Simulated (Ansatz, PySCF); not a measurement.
Gas-phase reaction in SMILES: C=C(F)F [1,1-difluoroethene] + 2 C (CH4) → C=C (C2H4) + 2 CF (CH3F)
Geometries: B3LYP-D3(BJ)/def2-TZVP minima from Ansatz (a first-principles code). Frequencies are from Ansatz or PySCF.

Quantity: bond separation energy (enthalpy at 298 K, with B3LYP-D3(BJ) rigid-rotor harmonic-oscillator terms), in kcal/mol. Cores are frozen in the correlated levels unless marked. No spin-orbit coupling. No relativistic terms. CBS(X,Y): correlation extrapolated as X^-3; Hartree-Fock from the larger set. The bracket is a focal-point correction in the basis named.

```tsv
level	program	bond separation energy (kcal/mol)	minus last row
HF/cc-pVQZ	Ansatz	15.7	-3.0
revPBE/def2-TZVPD	Ansatz	20.7	2.0
B3LYP/def2-TZVPD	Ansatz	18.8	0.1
PBE0-D3(BJ)/def2-TZVP	Ansatz + dftd3	22.8	4.1
PBE0-D4/def2-TZVP	Ansatz + dftd4	22.9	4.2
PBE0/def2-TZVPD	Ansatz	21.5	2.8
TPSSh/def2-TZVPD	PySCF	18.5	-0.2
r2SCANh-D4/def2-TZVPD	Ansatz + dftd4	23.3	4.6
M06-2X/def2-TZVPD	PySCF	19.9	1.2
wB97M-V/def2-TZVPD	Ansatz	20.5	1.8
wB97X/def2-TZVPD	Ansatz	20.4	1.7
B2GP-PLYP-D3(BJ)/def2-TZVPD	Ansatz + dftd3	19.0	0.3
RPA@PBE/cc-pVTZ	Ansatz	18.5	-0.2
MP2/STO-3G	Ansatz	29.5	10.8
MP2/aug-cc-pVDZ	Ansatz	16.5	-2.2
RI-MP2/cc-pVQZ	Ansatz	20.6	1.9
CCSD/STO-3G	Ansatz	24.8	6.1
CCSD/6-31G	Ansatz	14.4	-4.3
CCSD/cc-pwCVTZ	Ansatz	20.3	1.6
CCSD(T)/cc-pVTZ	Ansatz	21.0	2.3
RI-MP2/CBS(aug-cc-pVTZ,aug-cc-pVQZ)+[CCSD(T)-MP2]/aug-cc-pVTZ	Ansatz	18.7	0.0
```
